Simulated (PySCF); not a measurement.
GaH3, SMILES [GaH3].

Geometry optimised at PBE0-D3(BJ)/def2-TZVPD. The isomer is the one that the SMILES or the coordinates give; other isomers of the formula were not compared.

Two levels are set side by side: PBE/def2-TZVPD (PySCF) and CAM-B3LYP/def2-TZVPD (PySCF). Same geometry, gas phase. Differences are taken from unrounded values.

```json
[
 {"quantity": "orbital gap (eV)", "PBE": "4.69"},
 {"quantity": "highest occupied level (eV)", "PBE": "-7.34"},
 {"quantity": "lowest empty level (eV)", "PBE": "-2.66"},
 {"quantity": "mean polarisability (bohr³)", "PBE": "34.6"}
]
```

Question: These are the PBE values. What does CAM-B3LYP give? (Estimate from the structure and the level; the computed values follow.)

Answer: 
```csv
quantity,CAM-B3LYP,PBE minus CAM-B3LYP
orbital gap (eV),9.05,-4.36
highest occupied level (eV),-10.00,2.65
lowest empty level (eV),-0.95,-1.71
mean polarisability (bohr³),33.1,1.5
```

Without exact exchange PBE keeps part of each electron's self-repulsion, which lifts occupied levels and narrows the gap. PBE's more diffuse valence density responds more strongly to a field. Differences between two approximate levels are no errors against the true value.

Rough cost on one machine, each run with all the roots and properties that it gave: CAM-B3LYP against PBE within a factor of 2.
